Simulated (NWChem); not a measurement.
System: CH4SSeTe; SMILES CS[Te][SeH]

The following NWChem deck was run.

```
start job
memory heap 200 mb stack 900 mb global 1100 mb
geometry units angstroms noautoz
  Te     0.845399     0.245292    -0.050420
  S     -0.771093     1.877097     0.644790
  C     -1.723545     2.210723    -0.863915
  H     -1.082317     2.571342    -1.679619
  H     -2.443208     2.999667    -0.596386
  H     -2.280333     1.318965    -1.183949
  Se    -0.424787    -1.943865     0.096480
  H     -0.911972    -1.935058    -1.294721
end
basis spherical
  * library def2-svp
end
ecp
  Te library def2-ecp
end
dft
  xc b3lyp
  grid coarse
  iterations 150
  mulliken
end
task dft gradient
```

Parts of the log:

```
             Northwest Computational Chemistry Package (NWChem) 7.3.0
             --------------------------------------------------------

 C1  symmetry detected

                             Geometry "geometry" -> ""
                             -------------------------

 Output coordinates in angstroms (scale by  1.889725989 to convert to a.u.)

  No.       Tag          Charge          X              Y              Z
 ---- ---------------- ---------- -------------- -------------- --------------
    1 Te                  52.0000     0.85181872     0.26894368    -0.05475657
    2 S                   16.0000    -0.72274656     1.93515828     0.65490813
    3 C                    6.0000    -1.66252904     2.31016606    -0.85202252
    4 H                    1.0000    -1.01010670     2.66259430    -1.66241246
    5 H                    1.0000    -2.36178178     3.11486012    -0.57737308
    6 H                    1.0000    -2.24186617     1.43693333    -1.18293042
    7 Se                  34.0000    -0.47594819    -1.88742177     0.06559105
    8 H                    1.0000    -0.95946101    -1.85064816    -1.32643269

 Effective nuclear repulsion energy (a.u.)     806.6357466842

                                 NWChem DFT Module
                                 -----------------

 Summary of "ao basis" -> "ao basis" (spherical)
 ------------------------------------------------------------------------------
       Tag                 Description            Shells   Functions and Types
 ---------------- ------------------------------  ------  ---------------------
 Te                         def2-svp                10       26   4s4p2d
 S                          def2-svp                 8       18   4s3p1d
 C                          def2-svp                 6       14   3s2p1d
 H                          def2-svp                 3        5   2s1p
 Se                         def2-svp                12       32   5s4p3d

            General Information
            -------------------
          SCF calculation type: DFT
          Wavefunction type:  closed shell.
          No. of atoms     :     8
          No. of electrons :    84
           Alpha electrons :    42
            Beta electrons :    42
          Charge           :     0
          Spin multiplicity:     1
          Use of symmetry is: off; symmetry adaption is: off
          Maximum number of iterations: 150
          AO basis - number of functions:   110
                     number of shells:    48
          Convergence on energy requested:  1.00D-06
          Convergence on density requested:  1.00D-05
          Convergence on gradient requested:  5.00D-04

              XC Information
              --------------
                         B3LYP Method XC Potential
                     Hartree-Fock (Exact) Exchange  0.200
                        Slater Exchange Functional  0.800 local
                    Becke 1988 Exchange Functional  0.720 non-local
              Lee-Yang-Parr Correlation Functional  0.810
                  VWN I RPA Correlation Functional  0.190 local

             Grid Information
             ----------------
          Grid used for XC integration:  coarse
          Radial quadrature: Mura-Knowles
          Angular quadrature: Lebedev.
          Tag              B.-S. Rad. Rad. Pts. Rad. Cut. Ang. Pts.
          ---              ---------- --------- --------- ---------
          Te                  1.40      104          11.0       302
          S                   1.00       70          11.0       302
          C                   0.70       35          11.0       302
          H                   0.35       35          13.0       302
          Se                  1.15       95          12.0       302
          Grid pruning is: on
          Number of quadrature shells:   444
          Spatial weights used:  Erf1

      Superposition of Atomic Density Guess
      -------------------------------------

 Sum of atomic energies:       -3147.70474866

      Non-variational initial energy
      ------------------------------

 Total energy =   -3104.612731
 1-e energy   =   -5341.254571
 2-e energy   =    1770.978177
 HOMO         =      -0.228775
 LUMO         =      -0.031132

     ---------------------------------------------
      Total Density - Mulliken Population Analysis
     ---------------------------------------------

    Atom       Charge   Shell Charges
 -----------   ------   -------------------------------------------------------
    1 Te  24    23.73   1.77  0.27  1.21  0.63  2.89  3.14  1.87  1.85  9.85  0.25
    2 S   16    16.26   2.00  1.99  1.20  0.67  5.94  1.70  2.70  0.05
    3 C    6     6.23   1.99  0.95  0.24  1.94  1.08  0.02
    4 H    1     0.89   0.67  0.19  0.02
    5 H    1     0.89   0.67  0.19  0.02
    6 H    1     0.89   0.67  0.19  0.02
    7 Se  34    34.28   2.00  2.00  2.00  1.33  0.54  6.00  5.98  1.87  2.51  8.20  1.75  0.09
    8 H    1     0.84   0.58  0.23  0.02

   convergence    iter        energy       DeltaE   RMS-Dens  Diis-err
 ---------------- ----- ----------------- --------- --------- ---------
 d= 0,ls=0.0,diis     1  -3107.9478624178 -3.57D+03  9.87D-03  4.24D-01
 d= 0,ls=0.0,diis     2  -3107.9745197413 -2.67D-02  5.07D-03  1.63D-01
 d= 0,ls=0.0,diis     3  -3107.9923964419 -1.79D-02  2.22D-03  3.89D-02
 d= 0,ls=0.0,diis     4  -3107.9979673294 -5.57D-03  6.67D-04  3.58D-03
 d= 0,ls=0.0,diis     5  -3107.9986080419 -6.41D-04  1.27D-04  1.69D-04
  Resetting Diis
 d= 0,ls=0.0,diis     6  -3107.9986303604 -2.23D-05  3.86D-05  1.58D-05
 d= 0,ls=0.0,diis     7  -3107.9986325631 -2.20D-06  2.72D-05  1.68D-06
 d= 0,ls=0.0,diis     8  -3107.9986322520  3.11D-07  1.84D-05  3.47D-06
 d= 0,ls=0.0,diis     9  -3107.9986327930 -5.41D-07  2.49D-06  5.55D-08

         Total DFT energy =    -3107.998632792960
      One electron energy =    -5343.163898615975
           Coulomb energy =     1910.193643729824
    Exchange-Corr. energy =     -140.692040609867
 Nuclear repulsion energy =      465.663662703059

 Numeric. integr. density =       83.999942327373

                       DFT Final Molecular Orbital Analysis
                       ------------------------------------

 Vector   40  Occ=2.000000D+00  E=-2.524989D-01
              MO Center= -3.9D-01, -9.7D-02,  2.3D-01, r^2= 5.4D+00
   Bfn.  Coefficient  Atom+Function         Bfn.  Coefficient  Atom+Function
  ----- ------------  ---------------      ----- ------------  ---------------
    88      0.414111  7 Se px                37      0.346892  2 S  px
    85      0.341691  7 Se px                34      0.246523  2 S  px
    82     -0.217418  7 Se px                39     -0.173767  2 S  pz
    11     -0.164870  1 Te px                 4     -0.143746  1 Te s
    31      0.139234  2 S  px                 3     -0.137678  1 Te s

 Vector   41  Occ=2.000000D+00  E=-2.435407D-01
              MO Center= -5.2D-01,  1.1D-01,  2.4D-01, r^2= 5.5D+00
   Bfn.  Coefficient  Atom+Function         Bfn.  Coefficient  Atom+Function
  ----- ------------  ---------------      ----- ------------  ---------------
    38      0.400212  2 S  py                89      0.300401  7 Se py
    35      0.279265  2 S  py                88     -0.271061  7 Se px
    86      0.254578  7 Se py                85     -0.228521  7 Se px
    37      0.216189  2 S  px                34      0.159230  2 S  px
    83     -0.160024  7 Se py                32      0.157768  2 S  py

 Vector   42  Occ=2.000000D+00  E=-2.294910D-01
              MO Center=  4.6D-01,  3.7D-01, -1.9D-02, r^2= 3.6D+00
   Bfn.  Coefficient  Atom+Function         Bfn.  Coefficient  Atom+Function
  ----- ------------  ---------------      ----- ------------  ---------------
    13      0.532023  1 Te pz                16      0.491098  1 Te pz
    10     -0.207490  1 Te pz                37      0.170483  2 S  px
     7     -0.161671  1 Te pz                47      0.127381  3 C  s
    39     -0.121232  2 S  pz                30     -0.119800  2 S  s
    14      0.113368  1 Te px                36     -0.110277  2 S  pz

 Vector   43  Occ=0.000000D+00  E=-7.157185D-02
              MO Center=  1.9D-01, -3.0D-01,  3.2D-02, r^2= 5.0D+00
   Bfn.  Coefficient  Atom+Function         Bfn.  Coefficient  Atom+Function
  ----- ------------  ---------------      ----- ------------  ---------------
    89      0.597296  7 Se py                14      0.574515  1 Te px
    15      0.382974  1 Te py                11      0.363477  1 Te px
     3     -0.332921  1 Te s                 38     -0.334258  2 S  py
    78      0.302880  7 Se s                  4     -0.286967  1 Te s
    86      0.287925  7 Se py                88      0.262039  7 Se px

 Vector   44  Occ=0.000000D+00  E=-5.502834D-02
              MO Center=  3.9D-01,  5.7D-01,  6.6D-02, r^2= 4.6D+00
   Bfn.  Coefficient  Atom+Function         Bfn.  Coefficient  Atom+Function
  ----- ------------  ---------------      ----- ------------  ---------------
    15      0.678741  1 Te py                37     -0.413053  2 S  px
    12      0.404095  1 Te py                30     -0.371912  2 S  s
    38      0.363977  2 S  py                14     -0.337426  1 Te px
    88      0.274895  7 Se px                39      0.248074  2 S  pz
    11     -0.199729  1 Te px                34     -0.198371  2 S  px

 Vector   45  Occ=0.000000D+00  E= 8.387526D-03
              MO Center= -7.6D-01, -1.6D+00, -7.4D-01, r^2= 3.9D+00
   Bfn.  Coefficient  Atom+Function         Bfn.  Coefficient  Atom+Function
  ----- ------------  ---------------      ----- ------------  ---------------
   107      1.276341  8 H  s                 90      0.911416  7 Se pz
    78     -0.655069  7 Se s                 47     -0.513220  3 C  s
    88      0.315164  7 Se px                70      0.292432  6 H  s
   106      0.292201  8 H  s                 77     -0.282511  7 Se s
    87      0.277300  7 Se pz                 3     -0.192261  1 Te s

     ---------------------------------------------
      Total Density - Mulliken Population Analysis
     ---------------------------------------------

    Atom       Charge   Shell Charges
 -----------   ------   -------------------------------------------------------
    1 Te  24    23.85   1.77  0.28  1.39  0.49  2.89  3.14  2.08  1.68  9.81  0.32
    2 S   16    16.18   2.00  1.98  1.28  0.65  5.92  1.79  2.48  0.07
    3 C    6     6.09   1.99  0.92  0.17  2.09  0.89  0.03
    4 H    1     0.94   0.73  0.18  0.02
    5 H    1     0.94   0.73  0.18  0.02
    6 H    1     0.94   0.73  0.18  0.02
    7 Se  34    34.12   2.00  2.00  1.99  1.46  0.45  6.00  5.97  1.95  2.25  8.16  1.77  0.13
    8 H    1     0.96   0.70  0.23  0.02

     -------------------------------------------
      Total Density - Lowdin Population Analysis
     -------------------------------------------

    Atom       Charge   Shell Charges
 -----------   ------   -------------------------------------------------------
    1 Te  24    23.93   1.23  0.75  1.09  0.76  2.73  3.17  2.03  1.95  9.56  0.65
    2 S   16    15.92   2.00  1.96  1.02  0.69  5.81  1.89  2.48  0.09
    3 C    6     6.17   1.96  0.61  0.34  1.87  1.33  0.07
    4 H    1     0.98   0.64  0.27  0.07
    5 H    1     0.97   0.64  0.26  0.07
    6 H    1     0.98   0.64  0.27  0.07
    7 Se  34    34.04   2.00  2.00  1.96  1.12  0.66  5.99  5.80  2.03  2.39  7.83  2.04  0.23
    8 H    1     1.02   0.61  0.35  0.06

     Multipole analysis of the density
     ---------------------------------

     L   x y z        total         alpha         beta         nuclear
     -   - - -        -----         -----         ----         -------
     0   0 0 0     -0.000000    -42.000000    -42.000000     84.000000

     1   1 0 0     -0.185412     22.443150     22.443150    -45.071711
     1   0 1 0      0.214807      7.222621      7.222621    -14.230436
     1   0 0 1     -0.748907     -1.823102     -1.823102      2.897298

     2   2 0 0    -46.456238   -135.007550   -135.007550    223.558862
     2   1 1 0     -0.851593     36.844304     36.844304    -74.540201
     2   1 0 1      1.535991     -9.431666     -9.431666     20.399322
     2   0 2 0    -47.374017   -446.994278   -446.994278    846.614540
     2   0 1 1     -0.990995      2.298200      2.298200     -5.587396
     2   0 0 2    -48.716327    -55.947949    -55.947949     63.179572

            General Information
            -------------------
          SCF calculation type: DFT
          Wavefunction type:  closed shell.
          No. of atoms     :     8
          No. of electrons :    84
           Alpha electrons :    42
            Beta electrons :    42
          Charge           :     0
          Spin multiplicity:     1
          Use of symmetry is: off; symmetry adaption is: off
          Maximum number of iterations: 150
          AO basis - number of functions:   110
                     number of shells:    48
          Convergence on energy requested:  1.00D-06
          Convergence on density requested:  1.00D-05
          Convergence on gradient requested:  5.00D-04

              XC Information
              --------------
                         B3LYP Method XC Potential
                     Hartree-Fock (Exact) Exchange  0.200
                        Slater Exchange Functional  0.800 local
                    Becke 1988 Exchange Functional  0.720 non-local
              Lee-Yang-Parr Correlation Functional  0.810
                  VWN I RPA Correlation Functional  0.190 local

             Grid Information
             ----------------
          Grid used for XC integration:  coarse
          Radial quadrature: Mura-Knowles
          Angular quadrature: Lebedev.
          Tag              B.-S. Rad. Rad. Pts. Rad. Cut. Ang. Pts.
          ---              ---------- --------- --------- ---------
          Te                  1.40      104          11.0       302
          S                   1.00       70          11.0       302
          C                   0.70       35          11.0       302
          H                   0.35       35          13.0       302
          Se                  1.15       95          12.0       302
          Grid pruning is: on
          Number of quadrature shells:   444
          Spatial weights used:  Erf1

          Convergence Information
          -----------------------
          Convergence aids based upon iterative change in
          total energy or number of iterations.
          Levelshifting, if invoked, occurs when the
          HOMO/LUMO gap drops below (HL_TOL):  1.00D-02
          DIIS, if invoked, will attempt to extrapolate
          using up to (NFOCK): 10 stored Fock matrices.

                    Damping( 0%)  Levelshifting(0.5)       DIIS
                  --------------- ------------------- ---------------
          dE  on:    start            ASAP                start
          dE off:    2 iters        150 iters           150 iters

                            NWChem DFT Gradient Module
                            --------------------------

  charge          =   0.00
  wavefunction    = closed shell

                         DFT ENERGY GRADIENTS

    atom               coordinates                        gradient
                 x          y          z           x          y          z
   1 Te      1.609704   0.508230  -0.103475   -0.008637  -0.001065   0.001674
   2 S      -1.365793   3.656919   1.237597    0.001028  -0.003959  -0.006996
   3 C      -3.141724   4.365581  -1.610089    0.003196  -0.001670   0.004099
   4 H      -1.908825   5.031574  -3.141504    0.000121  -0.000033   0.000455
   5 H      -4.463120   5.886232  -1.091077    0.000415  -0.000301   0.000276
   6 H      -4.236513   2.715410  -2.235414    0.000175   0.000047   0.000442
   7 Se     -0.899412  -3.566710   0.123949    0.002261   0.006671  -0.003416
   8 H      -1.813118  -3.497218  -2.506594    0.001441   0.000310   0.003467
```

Level: B3LYP/def2-SVP with def2 effective core potentials on Te. The geometry was optimised at PBE0/def2-SVP. No frequency run checked for a minimum. def2 effective core potentials on Te; no spin-orbit coupling.
